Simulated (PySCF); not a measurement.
A structure optimised at r2SCAN-D4/def2-SVP, used in a PySCF frequency run:

```
B
F 1 1.3389
C 1 1.5614 2 119.05
H 3 1.1072 1 108.37 2 -131.69
O 3 1.4118 4 108.87 1 -127.39
H 5 0.9658 3 107.60 4 155.04
H 3 1.1184 4 102.80 5 -119.88
C 1 1.5711 2 117.55 6 172.88
F 8 1.3896 1 111.39 2 -179.14
H 8 1.1085 9 109.10 1 -122.57
H 8 1.1086 10 105.78 9 117.30
```

Question: Write its SMILES and formula.

Answer: OCB(F)CF, C₂H₅BF₂O

Question: What are its rotational constants (standard atomic weights)?

Answer: 5.3312, 2.2241, 1.6028 GHz
